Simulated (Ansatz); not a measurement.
```yaml
crystal:
  periodic: [false, false, false]
  atoms:
    - {symbol: C, position_ang: [-0.533091, -0.674246, -1.568988]}
    - {symbol: B, position_ang: [-0.082819, -0.587324, -0.114560]}
    - {symbol: C, position_ang: [1.057757, -1.682815, 0.363297]}
    - {symbol: F, position_ang: [-1.193419, -0.634047, 0.839543]}
    - {symbol: N, position_ang: [0.485266, 0.889252, 0.250613]}
    - {symbol: Si, position_ang: [-0.753594, 1.878537, 0.939988]}
    - {symbol: H, position_ang: [-0.928480, -1.545422, -1.826754]}
    - {symbol: H, position_ang: [0.371117, -0.569229, -2.251317]}
    - {symbol: H, position_ang: [-1.254559, 0.109564, -1.850532]}
    - {symbol: H, position_ang: [1.977350, -1.584625, -0.198173]}
    - {symbol: H, position_ang: [1.357785, -1.606273, 1.449247]}
    - {symbol: H, position_ang: [0.718060, -2.676233, 0.304748]}
    - {symbol: H, position_ang: [1.286058, 0.831003, 0.887327]}
    - {symbol: H, position_ang: [0.908974, 1.367967, -0.571140]}
    - {symbol: H, position_ang: [-1.971431, 1.758700, 0.112040]}
    - {symbol: H, position_ang: [-1.063887, 1.428098, 2.338734]}
    - {symbol: H, position_ang: [-0.341831, 3.261547, 0.922021]}
basis:
  gaussian: {orbitals: pcseg-2}
hamiltonian: {xc: {name: HF}}
output: {forces: true}
```

```sh
$ ansatz run in.yaml --threads 4 --pin off --events-out ev --progress --plain --max-ram 11315MiB
```

It prints (some lines left out):

```
Functional definition: HF
2003 factors; their error is unknown
mean field evaluation 1: about -14954.5702 eV, gradient 5.1e1 eV
mean field evaluation 2: about -14959.9569 eV, gradient 2.4e1 eV
mean field evaluation 4: about -14961.1634 eV, gradient 1.3e0 eV
mean field evaluation 8: about -14961.4552 eV, gradient 7.8e-2 eV
mean field -14961.45519599 eV, -549.8233372141 hartree, gradient 2.5e-5 eV, S^2 0.000000; 0 other end points of the search recorded, 0 dependent functions left out
reference -14961.45519599 eV, -549.8233372141 hartree; 29, 29 occupied and 309, 309 virtual orbitals, 2003 factors
Total energy: -14961.45519599 eV, -549.8233372141 hartree
Atom 0 at    -0.533091    -0.674246    -1.568988 Å, force     2.076164     4.244835    -2.067038 eV/Å
Atom 1 at    -0.082819    -0.587324    -0.114560 Å, force     0.190120    -1.871521     3.256465 eV/Å
Atom 2 at     1.057757    -1.682815     0.363297 Å, force     0.376190     1.506276     1.382752 eV/Å
Atom 3 at    -1.193419    -0.634047     0.839543 Å, force     0.560270    -0.093826    -0.813307 eV/Å
Atom 4 at     0.485266     0.889252     0.250613 Å, force     3.400674     1.217003    -1.365891 eV/Å
Atom 5 at    -0.753594     1.878537     0.939988 Å, force    -2.874769    -0.007819     1.431080 eV/Å
Atom 6 at    -0.928480    -1.545422    -1.826754 Å, force    -1.822679    -3.802763    -0.800158 eV/Å
Atom 7 at     0.371117    -0.569229    -2.251317 Å, force    -1.115933     0.078317     0.726597 eV/Å
Atom 8 at    -1.254559     0.109564    -1.850532 Å, force     0.329317    -0.306526     0.020257 eV/Å
Atom 9 at     1.977350    -1.584625    -0.198173 Å, force     0.175725    -0.162903    -0.239122 eV/Å
Atom 10 at     1.357785    -1.606273     1.449247 Å, force    -0.402512     0.341914    -1.043210 eV/Å
Atom 11 at     0.718060    -2.676233     0.304748 Å, force    -0.473467    -1.183249    -0.519888 eV/Å
Atom 12 at     1.286058     0.831003     0.887327 Å, force    -0.857151    -0.289305    -0.413280 eV/Å
Atom 13 at     0.908974     1.367967    -0.571140 Å, force    -0.831912    -0.874752     0.999734 eV/Å
Atom 14 at    -1.971431     1.758700     0.112040 Å, force     0.332772     0.186157     0.029087 eV/Å
Atom 15 at    -1.063887     1.428098     2.338734 Å, force     0.443668     0.447497    -0.587264 eV/Å
Atom 16 at    -0.341831     3.261547     0.922021 Å, force     0.493524     0.570665     0.003185 eV/Å
Dipole moment:     0.589671     0.830032    -0.090194 e Å
```

It took 3.8 s on 4 threads of an Intel Xeon 6975P-C on a shared host, with 1.4 GiB of host memory at the peak.
